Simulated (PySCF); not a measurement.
## C12H3F7: Orbital levels and atomic charges

System: C12H3F7 (perfluorocarbon and fluorination series), SMILES Fc1cc(F)c(-c2c(F)cc(F)c(F)c2F)cc1F.

Cartesian coordinates (Å):
```
  1 F     4.780    0.883    0.065
  2 C     3.466    0.644    0.051
  3 C     3.004   -0.579   -0.400
  4 C     1.641   -0.810   -0.416
  5 F     1.199   -2.006   -0.830
  6 C     0.723    0.147    0.012
  7 C    -0.727   -0.129   -0.024
  8 C    -1.379   -0.471   -1.207
  9 F    -0.677   -0.508   -2.344
 10 C    -2.734   -0.738   -1.259
 11 C    -3.470   -0.672   -0.089
 12 F    -4.779   -0.927   -0.122
 13 C    -2.863   -0.335    1.118
 14 F    -3.574   -0.270    2.246
 15 C    -1.499   -0.064    1.133
 16 F    -0.914    0.254    2.292
 17 C     1.208    1.365    0.473
 18 C     2.568    1.614    0.488
 19 F     3.013    2.799    0.921
 20 H     3.694   -1.339   -0.731
 21 H    -3.211   -0.990   -2.192
 22 H     0.532    2.132    0.815
```

Method: wB97X-D/6-31G*, gas phase, PySCF, fitting set def2-universal-JFIT up to Ne and JKFIT beyond, grid level 1.

Task: Give the orbital energies near the gap.

Result: 
| orbital | eV |
| --- | --- |
| HOMO-4 | -12.14 |
| HOMO-3 | -10.02 |
| HOMO-2 | -9.45 |
| HOMO-1 | -9.20 |
| HOMO | -8.72 |
| LUMO | 0.57 |
| LUMO+1 | 1.21 |
| LUMO+2 | 1.45 |
| LUMO+3 | 1.87 |

Task: Give the partial charges of the non-hydrogen atoms.

Result: 
```
atom  Mulliken    IAO  Hirshfeld
  F1     -0.31  -0.25      -0.07
  C2      0.38   0.28       0.09
  C3     -0.35  -0.22      -0.07
  C4      0.43   0.31       0.09
  F5     -0.31  -0.26      -0.08
  C6     -0.01  -0.04      -0.02
  C7     -0.17  -0.09      -0.04
  C8      0.45   0.32       0.09
  F9     -0.31  -0.25      -0.07
 C10     -0.36  -0.24      -0.08
 C11      0.39   0.29       0.09
 F12     -0.31  -0.24      -0.07
 C13      0.28   0.21       0.05
 F14     -0.30  -0.24      -0.07
 C15      0.35   0.28       0.08
 F16     -0.30  -0.24      -0.06
 C17     -0.26  -0.16      -0.05
 C18      0.35   0.25       0.07
 F19     -0.31  -0.25      -0.08
```
